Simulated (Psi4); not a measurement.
Psi4 input (wB97X-D/6-31G*):

```
memory 1500 MB

molecule {
0 2
Si    0.00000000   -0.00000000   -0.00000000
H    -0.01759500   -0.02301500    1.61556300
H     0.01759500    0.02301500   -1.61556300
H     1.53014500    0.00631700    0.01675500
H    -0.77074900    1.32193100    0.01043800
H    -0.75939600   -1.32824800   -0.02719300
symmetry c1
no_reorient
no_com
}

set {
  basis 6-31G*
  reference uks
  scf_type pk
  dft_radial_points 99
  dft_spherical_points 590
  e_convergence 1e-8
  d_convergence 1e-7
  maxiter 150
}

e = energy('wb97x-d')
print_out(f'\nFINAL {e:.10f} DIPOLE {variable("CURRENT DIPOLE")[0]:.6f} {variable("CURRENT DIPOLE")[1]:.6f} {variable("CURRENT DIPOLE")[2]:.6f}\n')
```

Output:

```
   => Loading Basis Set <=

    Name: 6-31G*
    Role: ORBITAL
    Keyword: BASIS
    atoms 1   entry SI         line   268 file 6-31gs.gbs
    atoms 2-6 entry H          line    44 file 6-31gs.gbs

   => WB97X-D: Empirical Dispersion <=

    Chai and Head-Gordon Dispersion Correction
    Chai, J.-D.; Head-Gordon, M. (2010), J. Chem. Phys., 132: 6615-6620

        s6 =       1.000000

         ---------------------------------------------------------
                                   SCF
               by Justin Turney, Rob Parrish, Andy Simmonett
                          and Daniel G. A. Smith
                              UKS Reference
         ---------------------------------------------------------

  ==> Geometry <==

    Molecular point group: c1
    Full point group: C1

    Geometry (in Angstrom), charge = 0, multiplicity = 2:

       Center              X                  Y                   Z               Mass
    ------------   -----------------  -----------------  -----------------  -----------------
         SI           0.000000000000     0.000000000000     0.000000000000    27.976926534650
         H           -0.017595000000    -0.023015000000     1.615563000000     1.007825032230
         H            0.017595000000     0.023015000000    -1.615563000000     1.007825032230
         H            1.530145000000     0.006317000000     0.016755000000     1.007825032230
         H           -0.770749000000     1.321931000000     0.010438000000     1.007825032230
         H           -0.759396000000    -1.328248000000    -0.027193000000     1.007825032230

  Running in c1 symmetry.

  Rotational constants: A =      2.38103  B =      1.91507  C =      1.91507 [cm^-1]
  Rotational constants: A =  71381.57698  B =  57412.41410  C =  57412.41190 [MHz]
  Nuclear repulsion =   25.883408355764665

  Charge       = 0
  Multiplicity = 2
  Electrons    = 19
  Nalpha       = 10
  Nbeta        = 9

  ==> Algorithm <==

  SCF Algorithm Type is PK.
  DIIS enabled.
  MOM disabled.
  Fractional occupation disabled.
  Guess Type is SAD.
  Energy threshold   = 1.00e-08
  Density threshold  = 1.00e-07
  Integral threshold = 1.00e-12

  ==> Primary Basis <==

  Basis Set: 6-31G*
    Blend: 6-31G*
    Number of shells: 18
    Number of basis functions: 29
    Number of Cartesian functions: 29
    Spherical Harmonics?: false
    Max angular momentum: 2

  ==> DFT Potential <==

   => LibXC <=

    Version 7.1.2
    S. Lehtola, C. Steigemann, M. J. T. Oliveira, and M. A. L. Marques,  SoftwareX 7, 1–5 (2018) (10.1016/j.softx.2017.11.002)

   => Composite Functional: WB97X-D <=

    wB97X-D Hyb-GGA Exchange-Correlation Functional

    J.-D. Chai and M. Head-Gordon,  Phys. Chem. Chem. Phys. 10, 6615–6620 (2008) (10.1039/B810189B)

    Deriv               =              1
    GGA                 =           TRUE
    Meta                =          FALSE

    Exchange Hybrid     =           TRUE
    MP2 Hybrid          =          FALSE

   => Exchange-Correlation Functionals <=

    1.0000   wB97X-D range-separated functional

   => Exact (HF) Exchange <=

    0.7780            HF,LR [omega = 0.2000]
    0.2220               HF

   => LibXC Density Thresholds  <==

    XC_HYB_GGA_XC_WB97X_D:  1.00E-14

   => Molecular Quadrature <=

    Radial Scheme          =       TREUTLER
    Pruning Scheme         =           NONE
    Nuclear Scheme         =       TREUTLER

    Blocking Scheme        =         OCTREE
    BS radius alpha        =              1
    Pruning alpha          =              1
    Radial Points          =             99
    Spherical Points       =            590
    Total Points           =         335832
    Total Blocks           =           2486
    Max Points             =            256
    Max Functions          =             29
    Weights Tolerance      =       1.00E-15

  ==> Integral Setup <==

  Using in-core PK algorithm.
   Calculation information:
      Number of atoms:                   6
      Number of AO shells:              18
      Number of primitives:             47
      Number of atomic orbitals:        29
      Number of basis functions:        29

      Integral cutoff                 1.00e-12
      Number of threads:                 1

  Performing in-core PK
  Using 284490 doubles for integral storage.
  We computed 14706 shell quartets total.
  Whereas there are 14706 unique shell quartets.

  Computing range-separated integrals for PK
  We computed 14706 wK shell quartets total.
  Whereas there are 14706 wK unique shell quartets.

  ==> DiskJK: Disk-Based J/K Matrices <==

    J tasked:                  Yes
    K tasked:                  Yes
    wK tasked:                 Yes
    Omega:               2.000E-01
    Schwarz Cutoff:          1E-12


  Cached 100.0% of DFT collocation blocks in 0.270 [GiB].

  Minimum eigenvalue in the overlap matrix is 9.6157455970E-03.
  Reciprocal condition number of the overlap matrix is 1.8739014793E-03.
    Using symmetric orthogonalization.

  ==> Pre-Iterations <==

  SCF Guess: Superposition of Atomic Densities via on-the-fly atomic UHF (no occupation information).

   -------------------------
    Irrep   Nso     Nmo
   -------------------------
     A         29      29
   -------------------------
    Total      29      29
   -------------------------

  ==> Iterations <==

                        Total Energy        Delta E     RMS |[F,P]|

   @UKS iter SAD:  -291.90745532958437   -2.91907e+02   0.00000e+00
   @UKS iter   1:  -292.32681181286245   -4.19356e-01   4.26705e-03 DIIS/ADIIS
   @UKS iter   2:  -292.33919077598898   -1.23790e-02   1.70655e-03 DIIS/ADIIS
   @UKS iter   3:  -292.34099941104444   -1.80864e-03   3.81129e-04 DIIS/ADIIS
   @UKS iter   4:  -292.34124647576488   -2.47065e-04   6.64280e-05 DIIS
   @UKS iter   5:  -292.34125449111610   -8.01535e-06   1.36906e-05 DIIS
   @UKS iter   6:  -292.34125484657727   -3.55461e-07   2.16515e-06 DIIS
   @UKS iter   7:  -292.34125485449619   -7.91891e-09   6.23151e-07 DIIS
   @UKS iter   8:  -292.34125485535390   -8.57710e-10   1.37122e-07 DIIS
   @UKS iter   9:  -292.34125485539852   -4.46221e-11   1.70954e-08 DIIS
  Energy and wave function converged.

  ==> Post-Iterations <==

   Electrons on quadrature grid:
      Nalpha   =   10.0000000035 ; deviation = 3.490e-09
      Nbeta    =    9.0000000451 ; deviation = 4.506e-08
      Ntotal   =   19.0000000485 ; deviation = 4.855e-08

   @Spin Contamination Metric:   1.110474033E-02
   @S^2 Expected:                7.500000000E-01
   @S^2 Observed:                7.611047403E-01
   @S   Expected:                5.000000000E-01
   @S   Observed:                5.000000000E-01

    Orbital Energies [Eh]
    ---------------------

    Alpha Occupied:

       1A    -66.285282     2A     -5.403248     3A     -3.747398
       4A     -3.747398     5A     -3.747200     6A     -0.664907
       7A     -0.481751     8A     -0.452779     9A     -0.452779
      10A     -0.335654

    Alpha Virtual:

      11A      0.126819    12A      0.126819    13A      0.168031
      14A      0.248684    15A      0.293960    16A      0.306991
      17A      0.306991    18A      0.333810    19A      0.654386
      20A      0.654386    21A      0.656867    22A      0.753411
      23A      0.753411    24A      1.034028    25A      1.100647
      26A      1.147907    27A      1.147907    28A      1.224896
      29A      2.959092

    Beta Occupied:

       1A    -66.286016     2A     -5.404056     3A     -3.748624
       4A     -3.748167     5A     -3.748167     6A     -0.647915
       7A     -0.432842     8A     -0.432842     9A     -0.416702

    Beta Virtual:

      10A     -0.092409    11A      0.131295    12A      0.131295
      13A      0.177972    14A      0.265978    15A      0.307426
      16A      0.307426    17A      0.308721    18A      0.341402
      19A      0.652387    20A      0.652387    21A      0.673672
      22A      0.756295    23A      0.756296    24A      1.069884
      25A      1.152460    26A      1.164361    27A      1.164361
      28A      1.255107    29A      2.961382

    Final Occupation by Irrep:
              A
    DOCC [     9 ]
    SOCC [     1 ]
    NA   [    10 ]
    NB   [     9 ]

  @UKS Final Energy:  -292.34125485539852

   => Energetics <=

    Nuclear Repulsion Energy =             25.8834083557646650
    One-Electron Energy =                -455.2198073964167406
    Two-Electron Energy =                 153.1580314822440414
    DFT Exchange-Correlation Energy =     -16.1614452996986167
    Empirical Dispersion Energy =          -0.0014419972918819
    VV10 Nonlocal Energy =                  0.0000000000000000
    Total Energy =                       -292.3412548553985175

  UHF NO Occupations:
  HONO-2 :    8  A 1.9995124
  HONO-1 :    9  A 1.9958074
  HONO-0 :   10  A 1.0000000
  LUNO+0 :   11  A 0.0041926
  LUNO+1 :   12  A 0.0004876
  LUNO+2 :   13  A 0.0004407
  LUNO+3 :   14  A 0.0004407

Computation Completed

Properties will be evaluated at   0.000000,   0.000000,   0.000000 [a0]

Properties computed using the SCF density matrix

 Multipole Moments:

 ------------------------------------------------------------------------------------
     Multipole            Electronic (a.u.)      Nuclear  (a.u.)        Total (a.u.)
 ------------------------------------------------------------------------------------

 L = 1.  Multiply by 2.5417464519 to convert [e a0] to [Debye]
 Dipole X            :         -0.0000004            0.0000000           -0.0000004
 Dipole Y            :         -0.0000005           -0.0000000           -0.0000005
 Dipole Z            :         -0.0000000            0.0000000           -0.0000000
 Magnitude           :                                                    0.0000006

 ------------------------------------------------------------------------------------

FINAL -292.3412548554 DIPOLE -0.000000 -0.000000 -0.000000

*** Psi4 exiting successfully. Buy a developer a beer!
```

The geometry given is a B3LYP-D3(BJ)/def2-TZVP minimum of the species of charge -1 and multiplicity 1, not of this state.
